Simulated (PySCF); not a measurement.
BH4N, SMILES NB. Atoms are numbered in the order given.

```xyz
6

B      0.0000     0.0000    -0.7773
N      0.0000     0.0000     0.6103
H      0.0000    -1.0429    -1.3562
H      0.0000     1.0429    -1.3562
H      0.0000     0.8414     1.1633
H      0.0000    -0.8414     1.1633
```
Charge 0, spin multiplicity 1.

Coordinates come from a B3LYP-D3(BJ)/def2-TZVP optimisation.

Method: PBE0/pcJ-1 (PySCF).

Isotropic couplings with Fermi-contact, spin-dipole and both spin-orbit terms, one fixed conformer, no vibrational averaging. Isotopes: 11B, 14N, 1H.

Problem. Estimate the spin–spin coupling constants. (The exact figures need the calculation; the answer reports its results.)

Solution. 
```tsv
pair	bonds apart	J (Hz)
B1–N2	1	19.6
B1–H3	1	130.1
B1–H4	1	130.1
N2–H5	1	58.5
N2–H6	1	58.5
B1–H5	2	-1.6
B1–H6	2	-1.6
N2–H3	2	1.3
N2–H4	2	1.3
H3–H4	2	6.7
H5–H6	2	-1.4
H3–H5	3	15.1
H3–H6	3	7.7
H4–H5	3	7.7
H4–H6	3	15.1
```
